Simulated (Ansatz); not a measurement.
Cartesian coordinates (Å):
SMILES: S=C1C[C@@H](S)S1
```xyz
10

S     -2.8993    -0.0306     0.9500
C     -1.3746    -0.2835     0.4676
C     -0.4385     0.5086    -0.4238
C      0.7323    -0.5031    -0.3855
S      2.3691     0.0620     0.1019
S     -0.2250    -1.5839     0.7916
H     -0.8471     0.6985    -1.4275
H     -0.1774     1.4804     0.0199
H      0.8850    -1.0327    -1.3343
H      1.9755     0.6843     1.2400
```
Charge 0, spin multiplicity 1.

These are frozen-core CCSD(T)/cc-pVTZ // PBE-D3(BJ)/def2-TZVP (Ansatz, a quantum-chemistry and plane-wave program) values and carry that method's errors. The restricted HF reference is unstable towards unrestricted orbitals.

```json
{
  "HF energy": "-1308.57216 Ha",
  "MP2 correlation energy": "-1.00913 Ha"
}
```

Task: Estimate the CCSD correlation energy, the (T) correction, the total energy and the T1 diagnostic.

Result: 
* **CCSD correlation energy**: -1.05782 Ha
* **(T) correction**: -0.05820 Ha
* **CCSD(T) total energy**: -1309.68818 Ha
* **T1 diagnostic**: 0.016
